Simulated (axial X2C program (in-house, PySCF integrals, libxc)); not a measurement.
**Which molecule has these constants?**

Calculated with an axial X2C code built on PySCF integrals, spin-free (one-electron X2C) or two-component (2c: spin–orbit coupling with atomic mean-field Coulomb and Gaunt terms, which also bring small scalar terms), in Dyall basis sets with cores contracted in-house; open shells are unrestricted.

A two-component PBE0 calculation in a Dyall 3-zeta basis gave Re = 1.793 Å, ωe = 543.2 cm⁻¹, Ω = 1.

Question: Which molecule is it?
A. FeB⁺
B. MnB⁺
C. BAs⁺
D. CrB⁺
E. GeB⁺

Answer: A. The others have MnB⁺ 2.057 Å and 505.2 cm⁻¹ (Ω = 7/2); GeB⁺ 2.177 Å and 465.8 cm⁻¹ (Ω = 2); BAs⁺ 1.967 Å and 627.6 cm⁻¹ (Ω = 3/2); CrB⁺ 2.170 Å and 435.6 cm⁻¹ (Ω = 3).

Each entry is the lowest single determinant of a limited PBE0 search at one distance. De goes to single-determinant-based atoms at the same level (for ions the charge split of lowest energy) and is withheld (n/a) where an atom does not fit its ground term or J level. Main or longest-lived isotopes. One determinant is a doubtful description, or other states lie close, for FeB⁺, MnB⁺, GeB⁺, BAs⁺, CrB⁺; these need not be ground states, and all values refer to the states named. Some open-shell Ω = 0 determinants are out of reach, so the Ω given for FeB⁺, GeB⁺, CrB⁺ need not be the lowest component. With several unpaired electrons the Ω given is that of one determinant, not necessarily of the lowest component. Some light 2c atoms are not at their ground J level, so De misses part of their lowering (0.04 eV or less). The functionals have no current term, which raises determinants with orbital currents.
